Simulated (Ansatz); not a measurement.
Ansatz (a quantum-chemistry and plane-wave program) input (CCSD(T)/cc-pVTZ):

Ansatz 0.2 input:
```yaml
crystal:
  periodic: [false, false, false]
  atoms:
    - {symbol: C, position_ang: [2.54598133, -0.45040089, -0.45239677]}
    - {symbol: C, position_ang: [1.56779912, -0.29083446, 0.62702145]}
    - {symbol: C, position_ang: [0.29592708, -0.06537201, 0.82212590]}
    - {symbol: C, position_ang: [-0.74999891, 0.13856934, -0.26238923]}
    - {symbol: C, position_ang: [-1.37347877, 1.53240617, -0.14509301]}
    - {symbol: C, position_ang: [-1.81994421, -0.95415133, -0.18210687]}
    - {symbol: H, position_ang: [2.07275093, -0.35073380, -1.43978187]}
    - {symbol: H, position_ang: [3.33632079, 0.30169479, -0.38728445]}
    - {symbol: H, position_ang: [3.02503792, -1.43197301, -0.41309111]}
    - {symbol: H, position_ang: [-0.08945630, -0.01134683, 1.84130190]}
    - {symbol: H, position_ang: [-0.25441518, 0.06405446, -1.23433553]}
    - {symbol: H, position_ang: [-2.12701312, 1.68837414, -0.92065414]}
    - {symbol: H, position_ang: [-1.86192161, 1.65553009, 0.82508508]}
    - {symbol: H, position_ang: [-0.61616043, 2.31168466, -0.23977308]}
    - {symbol: H, position_ang: [-2.57665235, -0.81585954, -0.95793112]}
    - {symbol: H, position_ang: [-1.38047378, -1.94510420, -0.30313787]}
    - {symbol: H, position_ang: [-2.32573071, -0.92762169, 0.78663335]}
basis:
  gaussian:
    orbitals: cc-pVTZ
magnetization: {spin_polarized: true, initial_magnetization: 1}
correlation: {method: ccsd_t, electrons: outside_noble_gas}
```

End of the output:

```
integrals: 6.16 GiB planned
1877 factors; integrals over basis functions are off by at most 1.2e-3 eV
1.89 GiB of device memory are held for the factors and their scratch space
mean field: 2.01 GiB planned
mean field evaluation 1: about -6351.8899 eV, gradient 2.8e1 eV
mean field evaluation 2: about -6351.8898 eV, gradient 2.8e1 eV
mean field evaluation 4: about -6356.9266 eV, gradient 4.0e0 eV
mean field evaluation 8: about -6357.1202 eV, gradient 5.2e-1 eV
mean field evaluation 16: about -6357.1645 eV, gradient 1.8e-6 eV
mean field evaluation 32: about -6354.1856 eV, gradient 4.9e-1 eV
mean field -6357.16453229 eV, -233.6214875207 hartree, gradient 1.8e-6 eV, S^2 0.903825; 1 other end points of the search recorded, 0 dependent functions left out
determinant -6357.16453229 eV, -233.6214875207 hartree, with singles and doubles -6386.34253799 eV, -234.6937594527 hartree
determinant -6354.19015609 eV, -233.5121812117 hartree, with singles and doubles -6383.18749070 eV, -234.5778136034 hartree
6 core orbitals not correlated
reference -6357.16453229 eV, -233.6214875207 hartree; 18, 17 occupied and 310, 311 virtual orbitals, 1877 factors
second order -26.85266398 eV of doubles, -0.00000000 eV of singles
coupled cluster: 48.84 GiB planned
cycle   1  -28.71054614 eV  change    -2.3e0 eV  update   3.3e-2
cycle   2  -28.77647692 eV  change   -6.6e-2 eV  update   7.3e-3
cycle   3  -28.77503713 eV  change    1.4e-3 eV  update   3.5e-3
cycle   4  -28.77766808 eV  change   -2.6e-3 eV  update   1.6e-3
cycle   5  -28.78007075 eV  change   -2.4e-3 eV  update   8.9e-4
cycle   6  -28.78115407 eV  change   -1.1e-3 eV  update   3.6e-4
cycle   7  -28.78171694 eV  change   -5.6e-4 eV  update   1.2e-4
cycle   8  -28.78182588 eV  change   -1.1e-4 eV  update   5.1e-5
cycle   9  -28.78181600 eV  change    9.9e-6 eV  update   2.4e-5
coupled cluster: 48.84 GiB planned
perturbative correction -1.21075050 eV, -0.0444942603 hartree
Total energy: -6387.15709879 eV, -234.7236940101 hartree
```

It need not be the lowest isomer of its formula.

The determinant is spin-contaminated: <S^2> is 0.90 against 0.75 for a pure state.
